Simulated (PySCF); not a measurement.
ClFH₂N₂W, multiplicity 1. Atoms are numbered in the order given.

```xyz
7

W     -0.0093     0.1939     0.0000
N     -0.9068     0.6560    -1.4286
H     -1.6959     1.0413    -1.9420
N     -0.9068     0.6560     1.4286
H     -1.6959     1.0413     1.9420
F      1.6194     1.1414     0.0000
Cl     0.1293    -2.1112     0.0000
```

The structure is a stationary point at B3LYP-D3(BJ)/def2-SVP. The spin state was assumed, not searched. The structure was generated by enumeration; whether it is a known compound was not checked. The def2 effective core potentials stand for the cores of W; spin–orbit coupling is left out.

All values below come from PBE/def2-TZVP (PySCF).

Symmetry labels are those of the subgroup Cs that the program uses (full group Cs).

Problem. List the valence orbital energies around the gap with their symmetry. (The exact figures need the calculation; the answer reports its results.)

Solution. 
```csv
orbital,symmetry,energy (eV)
HOMO−7,A",-10.49
HOMO−6,A',-9.86
HOMO−5,A",-8.84
HOMO−4,A',-8.68
HOMO−3,A',-8.01
HOMO−2,A",-7.52
HOMO−1,A',-7.35
HOMO,A",-6.90
LUMO,A',-2.85
LUMO+1,A",-2.08
LUMO+2,A',-1.85
LUMO+3,A',-1.44
```
